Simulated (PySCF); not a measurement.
# How the method changes the constants of RbTl⁺

State: ²Σ⁺ (doublet), unpaired electrons σ ↑. Set-up: Rb def2-SVP with ECP28, Tl def2-SVP with ECP60; scalar-relativistic core potentials (PySCF 2.14). De refers to Rb⁺ + Tl in their high-spin ground configurations, without counterpoise correction. The functionals are run spin-unrestricted. A positive dipole points towards Tl; it is taken about the centre of mass and depends on that origin.

```tsv
Level	Re (Å)	ωe (cm⁻¹)	De (eV)	μ (D)
UHF	4.419	37.6	n/a	-11.56
UHF-MP2	4.261	41.7	n/a	n/a
UHF-SCS-MP2	4.293	40.7	n/a	n/a
UHF-CCSD	4.257	42.1	n/a	n/a
UHF-CCSD(T)	4.250	42.3	n/a	n/a
PBE	4.286	38.0	n/a	-9.17
TPSS	4.301	38.2	n/a	-9.68
r²SCAN	4.248	41.4	n/a	-10.28
PBE0	4.225	41.4	n/a	-9.80
B97-3	4.213	44.9	n/a	-10.23
M06-2X	4.049	53.2	n/a	-10.22
```

The bond length runs from 4.049 Å (M06-2X) to 4.419 Å (UHF).

Correlated steps freeze 4 core orbitals. These are scalar-relativistic numbers at best; spin–orbit coupling would shift them, the dissociation energy most. The state was picked by a PBE0 search and need not be the measured ground state.

The whole job (state search and all levels along the bond) took about 2.8 min on 1 thread of Arm Neoverse V1 (shared host), peak memory 0.61 GiB.
